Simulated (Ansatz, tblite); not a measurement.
Adding an electron: B₁₃⁺ (the lowest singlet isomer of a short search). Charge 1, multiplicity 1. Geometry: r2SCAN-D4/def2-SVP. Ansatz, gas phase; energy differences of separate SCF runs; the reduced species was run as a doublet alone.

```xyz
13

B     1.2481    1.3553    0.2862
B     0.4838   -0.4810   -1.9050
B     0.9966    0.9646   -1.2590
B    -0.6583    0.7126   -1.4803
B    -0.2184    1.6384    1.1254
B     0.1870   -1.0605    1.5319
B     0.8668    0.4009    1.6015
B    -0.1812    1.8833   -0.4778
B    -0.9217   -0.8562   -0.8887
B    -0.1293   -2.0096    0.2010
B     0.4626   -1.9019   -1.2455
B    -0.8267    0.2692    1.7469
B    -1.3092   -0.9151    0.7633
```

The xTB rows come from tblite. The structure comes from a short search, and lower isomers may exist.

```json
{"level": "GFN1-xTB", "−HOMO (eV)": "14.41", "−LUMO (eV)": "13.07", "vertical EA (eV)": "10.46", "HOMO–LUMO gap (eV)": "1.35"}
{"level": "GFN2-xTB", "−HOMO (eV)": "12.46", "−LUMO (eV)": "11.15", "vertical EA (eV)": "7.97", "HOMO–LUMO gap (eV)": "1.31"}
{"level": "PBE-D4/def2-TZVP", "−HOMO (eV)": "10.36", "−LUMO (eV)": "8.95", "vertical EA (eV)": "6.82", "HOMO–LUMO gap (eV)": "1.41"}
{"level": "r2SCAN-D4/def2-TZVP", "−HOMO (eV)": "10.48", "−LUMO (eV)": "8.82", "vertical EA (eV)": "6.82", "HOMO–LUMO gap (eV)": "1.66"}
{"level": "PBE0-D4/def2-TZVP", "−HOMO (eV)": "11.21", "−LUMO (eV)": "8.22", "vertical EA (eV)": "6.79", "HOMO–LUMO gap (eV)": "2.99"}
```

  Raw xTB energy differences between charge states are shifted by several eV; the methods need an empirical correction for them.
